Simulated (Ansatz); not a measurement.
Pd3H5. Total charge 0; doublet. Geometry PBE-D4/def2-SVP.

```csv
atom,x (Å),y (Å),z (Å)
Pd1,-1.7702,-0.6916,1.0321
Pd2,0.1307,0.6058,-0.3578
Pd3,0.8217,-0.7722,1.8455
H4,-1.4572,-0.0921,-0.5080
H5,1.4774,-0.1832,0.4129
H6,0.1690,1.3969,-1.8814
H7,-0.3867,-1.6372,1.0703
H8,1.0154,1.3736,-1.6135
```

In the def2 sets Pd takes a core potential; there is no spin–orbit coupling. In the doublet, H6 and H8 lie 0.89 Å apart (atoms count from 1), so H2 has formed as a molecule. The structure comes from a short search, and lower isomers may exist.

Q: Estimate the α-spin orbital energies around the gap (eV) in Ansatz with PBE-D4/def2-TZVP, r2SCAN-D4/def2-TZVPD, B97M-V/def2-TZVP, r2SCANh-D4/def2-TZVP, ωB97M-V/def2-TZVP.

A: 
| orbital | PBE-D4/def2-TZVP | r2SCAN-D4/def2-TZVPD | B97M-V/def2-TZVP | r2SCANh-D4/def2-TZVP | ωB97M-V/def2-TZVP |
| --- | --- | --- | --- | --- | --- |
| HOMO−9 | -6.39 | -6.57 | -6.64 | -7.13 | -10.43 |
| HOMO−8 | -6.15 | -6.29 | -6.30 | -6.81 | -9.95 |
| HOMO−7 | -5.95 | -6.07 | -6.04 | -6.53 | -9.68 |
| HOMO−6 | -5.93 | -6.01 | -5.94 | -6.43 | -9.52 |
| HOMO−5 | -5.70 | -5.87 | -5.93 | -6.36 | -9.34 |
| HOMO−4 | -5.65 | -5.80 | -5.84 | -6.32 | -9.28 |
| HOMO−3 | -5.63 | -5.77 | -5.82 | -6.27 | -9.21 |
| HOMO−2 | -5.58 | -5.73 | -5.81 | -6.24 | -8.91 |
| HOMO−1 | -5.35 | -5.44 | -5.42 | -5.87 | -8.52 |
| HOMO | -4.68 | -4.78 | -4.74 | -5.11 | -7.42 |
| LUMO | -3.29 | -3.18 | -3.30 | -2.90 | -0.93 |
| LUMO+1 | -2.35 | -2.13 | -2.43 | -1.86 | -0.24 |
| LUMO+2 | -2.10 | -1.84 | -2.07 | -1.53 | 0.20 |
| LUMO+3 | -1.41 | -1.13 | -1.36 | -0.85 | 0.62 |
| LUMO+4 | 0.19 | 0.56 | 0.20 | 0.82 | 1.82 |
| LUMO+5 | 0.23 | 0.61 | 0.23 | 0.86 | 1.88 |
| β HOMO | -5.31 | -5.39 | -5.38 | -5.82 | -8.54 |
| β LUMO | -4.25 | -4.08 | -4.12 | -3.73 | -1.51 |
